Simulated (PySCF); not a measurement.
Excitations are Tamm–Dancoff values on a coarser integration grid.

Cartesian coordinates (Å):
SMILES: O[SiH3]
```xyz
6

O      1.1951    -0.2418     0.3437
Si    -0.3937     0.0533     0.0292
H      1.8160    -0.3300    -0.3810
H     -1.0568     0.1304     1.3424
H     -0.9954    -1.0318    -0.7793
H     -0.5721     1.3275    -0.7041
```
Charge 0, spin multiplicity 1.

Q: Estimate the S1–T1 gap (TDA), T1 excitation (TDA), HOMO–LUMO gap, dipole moment and HOMO that CAM-B3LYP-D3(BJ)/def2-TZVPD run with PySCF 2.14.0 returns for this input.

A: 
```yaml
S1–T1 gap (TDA): 0.36 eV
T1 excitation (TDA): 6.68 eV
HOMO–LUMO gap: 10.61 eV
dipole_moment: 1.30 D
HOMO: -10.23 eV
```
